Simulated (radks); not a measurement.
Task: Spherical quantum dot in the effective-mass picture: electrons in a hard-walled sphere of radius 1.4, all in effective atomic units (hartree* = m*/eps^2 hartree, bohr* = eps/m* bohr), one dielectric constant everywhere. Method: non-relativistic Kohn-Sham, PBEsol, spin-polarised, spherical densities; computed with a radial shooting solver with Libxc functionals. Levels are named by radial order and angular momentum (1s, 1p, 1d, 2s, ...), and open shells are averaged over m. At N = 23 the configuration is 1s2 1p6 1d10 2s(up 1, down 0) 1f(up 4, down 0). Does electron 24 go into 2s down or 1f down or 1f up?

Result: Into 1f up. The total energies of the other choices lie higher by 0.140 hartree* (2s down), 0.170 hartree* (1f down).
